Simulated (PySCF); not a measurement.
Computed shifts of a molecule H7NO2Si2, PBE0/pcSseg-1 run with PySCF, GIAO, gas phase, atoms alike by connectivity averaged where their shifts nearly agree, in ppm (number of nuclei): ¹⁵N: 39.7 (1). ²⁹Si: -39.3 (1), -42.9 (1). ¹H: 5.26 (3), 4.77 (1), 1.71 (1), 1.33 (1), 1.17 (1). References: ¹⁵N against NH3 (σ = 267.4 ppm); ²⁹Si against TMS (σ = 352.7 ppm); ¹⁷O against H2O (σ = 334.2 ppm); ¹H against TMS (σ = 31.56 ppm), references at their B3LYP-D3(BJ)/def2-TZVP geometries, non-relativistic. Coordinates come from a B3LYP-D3(BJ)/def2-SVP optimisation. Other conformers were not sampled.

Which structure fits?
A. N[Si@H](O)O[SiH3]
B. N[SiH2]O[SiH2]O
C. O[SiH2]N[SiH2]O
D. N[Si](O)(O)[SiH3]

A, N[Si@H](O)O[SiH3]
